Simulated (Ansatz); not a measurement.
Consider the ligand exchange at the Si–S bond: `S[Si]Br` + HBr → `Br[Si]Br` + H₂S.

Gas-phase electronic energies from Ansatz, PBE0-D4/def2-TZVP geometries. CCSD(T)/CBS is the MP2 limit (def2-TZVPP, def2-QZVPP) plus CCSD(T) − MP2 in def2-TZVPP, frozen cores. This one scheme is used for every species. DFT in def2-TZVPP. B3LYP here is the variant with VWN-RPA as its local correlation; programs differ in this. HSE06 is defined as in plane-wave codes. For Br outer-core shells are correlated without core-valence functions, which leaves a few kJ/mol of doubt a bond. Scalar relativity is left out up to krypton. Each species was taken in one conformer, which may not be the lowest.

```tsv
level	ΔE (kJ/mol)	difference from CCSD(T)/CBS
LDA (SPW92)	-15.7	5.3
PBE-D4	-18.9	2.1
revPBE-D4	-17.8	3.2
BLYP-D4	-22.4	-1.4
r2SCAN-D4	-19.1	1.9
B97M-V	-17.2	3.8
PBE0-D4	-19.3	1.7
r2SCANh-D4	-19.5	1.5
r2SCAN0-D4	-20.0	1.0
BHLYP-D4	-24.3	-3.3
CAM-B3LYP-D4	-22.0	-1.0
ωB97X-V	-20.8	0.2
ωB97M-V	-22.6	-1.6
B2PLYP	-22.4	-1.4
PBE	-19.8	1.2
revPBE	-21.0	0.0
BLYP	-24.4	-3.4
r2SCAN	-19.3	1.7
PBE0	-20.0	1.0
B3LYP	-24.2	-3.2
r2SCANh	-19.7	1.3
r2SCAN0	-20.3	0.7
HSE06	-20.1	0.9
BHLYP	-24.8	-3.8
CAM-B3LYP	-22.7	-1.7
LC-ωPBE	-18.4	2.6
RPA@PBE/def2-TZVPP	-19.4	1.6
CCSD/def2-SVP	-20.3	0.7
CCSD(T)/def2-SVP	-19.1	1.9
HF/def2-TZVPP	-27.8	-6.8
MP2/def2-TZVPP	-19.4	1.6
SCS-MP2/def2-TZVPP	-20.7	0.3
CCSD/def2-TZVPP	-20.7	0.3
CCSD(T)/def2-TZVPP	-19.2	1.8
HF/def2-QZVPP	-28.0	-7.0
MP2/def2-QZVPP	-20.5	0.5
SCS-MP2/def2-QZVPP	-21.4	-0.4
HF/CBS(def2)	-28.0	-7.0
MP2/CBS(def2)	-21.2	-0.2
CCSD/CBS(def2)	-22.5	-1.5
CCSD(T)/CBS	-21.0	0
```

Q: What do rigid-rotor, harmonic-oscillator terms from PBE0-D4/def2-TZVP frequencies (298.15 K, 1 bar) make of the CCSD(T)/CBS value? (Estimate.)

A: Ansatz gave: ΔZPE = +0.2 kJ/mol, ΔH = -20.2 kJ/mol, ΔS = 7 J/(mol·K), ΔG = -22.4 kJ/mol.

Largest T1 diagnostic among the species: 0.012.

Leaving LDA and LC-ωPBE aside and taking each functional with its dispersion term where it has one, the values spread over 7.1 kJ/mol, from BHLYP-D4 to B97M-V. LDA lies +4.1 kJ/mol from PBE without D4. In def2-TZVPP, CCSD(T) changes the Hartree–Fock value by +8.6 kJ/mol (the triples alone add +1.5 kJ/mol) and MP2 by +8.4 kJ/mol.
